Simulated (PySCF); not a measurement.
These 2 structures share the formula C2H7BNP. Theory: PBE0-D3(BJ)/def2-SVP geometry optimisation, gas phase in PySCF 2.14.0. One conformer each; no zero-point energy, no entropy. No frequencies were run at this level. Point groups hold within 0.08 Å.

**Question.** Order them by energy at this level, lowest first, and give relative energies in kJ/mol.
A. `C[B@@H-]([PH3+])C#N`
B. `[CH3:1][C:2]#[N+:3][BH2-:4][PH2:5]` with N3–B4–P5–H 47° and -48°

**Answer.** A (0.0), B (24.1).

As drawn, the higher has a B–N bond, which the lower lacks.

```
             SMILES      E (Eh)  E rel (kJ/mol)  dipole (D)  point group      A, B, C (MHz)
C[B@@H-]([PH3+])C#N  -500.82368             0.0        6.42           C1   4610, 2838, 1908
     CC#[N+][BH2-]P  -500.81451            24.1        8.23           Cs  11679, 1504, 1375
```

**Question.** How do the relative energies change in single points at PBE0/pcSseg-1 (no added dispersion term) on the same geometries?

**Answer.** 
```json
{"SMILES": "C[B@@H-]([PH3+])C#N", "PBE0-D3(BJ)/def2-SVP (kJ/mol)": "0.0", "PBE0/pcSseg-1 (kJ/mol)": "0.0", "shift": "0.0"}
{"SMILES": "CC#[N+][BH2-]P", "PBE0-D3(BJ)/def2-SVP (kJ/mol)": "24.1", "PBE0/pcSseg-1 (kJ/mol)": "32.8", "shift": "+8.7"}
```

Each column counts from its own lowest isomer. The order is unchanged; the largest shift is 8.7 kJ/mol.
